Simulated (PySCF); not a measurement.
Species: C2H13BGe2O2Si.
Cartesian coordinates in Å at the PBE0-D3(BJ)/def2-SVP level; atoms count from 1:
```xyz
21
C2H13BGe2O2Si angstrom
C     -2.850   -0.034    1.803
O     -2.186    0.422    0.655
B     -0.910    0.115    0.325
O     -0.396    0.601   -0.831
C     -1.142    1.410   -1.712
Ge     0.403   -1.074    1.421
Ge     2.548   -1.165    0.282
Si     2.610    0.205   -1.669
H     -3.142    0.824    2.427
H     -3.762   -0.576    1.508
H     -2.222   -0.710    2.407
H     -1.084    2.467   -1.405
H     -2.201    1.112   -1.737
H     -0.707    1.312   -2.716
H      0.616   -0.537    2.856
H     -0.134   -2.514    1.592
H      3.671   -0.712    1.241
H      2.867   -2.620   -0.124
H      1.644   -0.279   -2.701
H      2.321    1.633   -1.337
H      3.984    0.142   -2.263
```

Method: PySCF, PBE0-D3(BJ)/def2-SVP geometry optimisation, gas phase.

Masses are those of the commonest isotopes; rigid-rotor values at the optimised geometry. The values belong to one conformer with, in the numbering `[CH3:1][O:2][B:3]([O:4][CH3:5])[GeH2:6][GeH2:7][SiH3:8]`, C1–O2–B3–O4 179°, O2–B3–O4–C5 0°, O2–B3–Ge6–Ge7 -179°, B3–Ge6–Ge7–Si8 3°.

Problem. Give the principal moments of inertia and the rotational constants in MHz.

Solution. Ia = 456.79, Ib = 914.15, Ic = 1345.14 u·Å²; 505379 MHz·u·Å²/I gives A = 1106, B = 552.8, C = 375.7 MHz.

Problem. What kind of rotor is it?

Solution. An asymmetric top. Ray's parameter κ = (2B − A − C)/(A − C) = -0.515; −1 is the prolate and +1 the oblate limit.

Problem. Is it planar, by Δ = Ic − Ia − Ib?

Solution. Not planar: Δ = Ic − Ia − Ib = -25.80 u·Å². For a rigid frame Δ = −2 Σ m c², so Σ m c² = 12.90 u·Å² lies off the ab plane: 12.45 from hydrogen and 0.45 from heavier atoms. The atom farthest from that plane is 1.32 Å away.

Problem. List the rotational levels J(Ka,Kc) to J = 5 (MHz).

Solution. Above 0(0,0):
J = 1: 1(0,1) 929, 1(1,1) 1482, 1(1,0) 1659
J = 2: 2(0,2) 2750, 2(1,2) 3162, 2(1,1) 3693, 2(2,1) 5354, 2(2,0) 5390
J = 3: 3(0,3) 5400, 3(1,3) 5661, 3(1,2) 6719, 3(2,2) 8140, 3(2,1) 8311, 3(3,1) 11371, 3(3,0) 11375
J = 4: 4(0,4) 8817, 4(1,4) 8961, 4(1,3) 10700, 4(2,3) 11825, 4(2,2) 12293, 4(3,2) 15145, 4(3,1) 15177, 4(4,1) 19587, 4(4,0) 19588
J = 5: 5(0,5) 12973, 5(1,5) 13043, 5(1,4) 15578, 5(2,4) 16388, 5(2,3) 17339, 5(3,3) 19871, 5(3,2) 19993, 5(4,2) 24310, 5(4,1) 24315, 5(5,1) 30015, 5(5,0) 30015
The levels of one J sum to (2J + 1)J(J + 1)(A + B + C)/3.

Problem. Which lines would a microwave search look for?

Solution. The dipole components are |μa| = 3.06 D, |μb| = 0.48 D, |μc| = 0.00 D. The squared components, which scale the intensities, stand as 1.00 : 0.02 : 0.00 (a : b : c). Some lines, for components of 0.1 D or more:

```tsv
type	branch	J(Ka,Kc)	MHz	lower level (cm⁻¹)
a	Q	2(1,1) ← 2(1,2)	531	0.105
b	Q	2(1,1) ← 2(0,2)	944	0.092
b	R	2(0,2) ← 1(1,1)	1267	0.049
b	R	3(1,2) ← 2(2,1)	1365	0.179
b	R	1(1,1) ← 0(0,0)	1482	0.000
b	Q	3(2,1) ← 3(1,2)	1592	0.224
a	R	2(1,2) ← 1(1,1)	1680	0.049
b	Q	2(2,0) ← 2(1,1)	1697	0.123
a	R	2(0,2) ← 1(0,1)	1821	0.031
b	R	2(1,2) ← 1(0,1)	2233	0.031
a	R	3(1,3) ← 2(1,2)	2499	0.105
b	R	3(1,3) ← 2(0,2)	2912	0.092
a	R	3(2,1) ← 2(2,0)	2921	0.180
a	R	3(1,2) ← 2(1,1)	3026	0.123
b	Q	3(3,0) ← 3(2,1)	3064	0.277
b	Q	3(3,1) ← 3(2,2)	3231	0.272
b	R	2(2,1) ← 1(1,0)	3695	0.055
b	R	2(2,0) ← 1(1,1)	3908	0.049
b	R	3(2,1) ← 2(1,2)	5149	0.105
```

PBE0-D3(BJ)/def2-SVP frequencies: not computed here. Zero-point vibration and centrifugal distortion are left out. A rigid rotor knows nothing of internal rotation, which can split or shift real lines. Quadrupole hyperfine structure (11B) is left out.

Hardware: one thread of an Arm Neoverse V1 (shared host). Cost: 4.9 min of wall time, 1.3 GiB resident at most. That covers the optimisation of the geometry.
